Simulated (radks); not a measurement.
All-electron atom: Zr XXXVII in [He] 2s2.

Method: scalar-relativistic Kohn-Sham, SCAN, spin-polarised, spherical densities, finite nucleus; meta-GGA in the generalised Kohn-Sham scheme; Fermi nuclear charge, rms radius 4.2694 fm; computed with a radial shooting solver on a logarithmic mesh with Libxc functionals.

Energy parts (eV):
| part | energy |
|---|---|
| total | -53948.455 |
| kinetic | 56250.599 |
| electron-nucleus | -111917.690 |
| Hartree | 2623.251 |
| exchange-correlation | -904.616 |

Orbitals (lengths in bohr, moments of r in powers of bohr; r(90%) holds 90 % of the orbital's charge):
orbital	occ.	eigenvalue (eV)	<r^2>	<1/r>	r(90%)
1s	2	-20884.28	0.001827	41.43	0.0659
2s	2	-4934.677	0.02688	9.985	0.232

The highest occupied level is 2s at -4934.7 eV. For comparison, the ionisation energy in NIST's Atomic Spectra Database is 4991 eV (semi-empirical). In exact Kohn-Sham theory the highest level is minus the ionisation energy, but local and semilocal functionals leave it too shallow, through self-interaction and a potential that decays too fast; potentials with the right tail come closer. The density falls to 0.001 e/bohr^3 at r = 0.51 bohr.

Empty levels of this run are not shown, since the potential may be unsettled where no density lies.
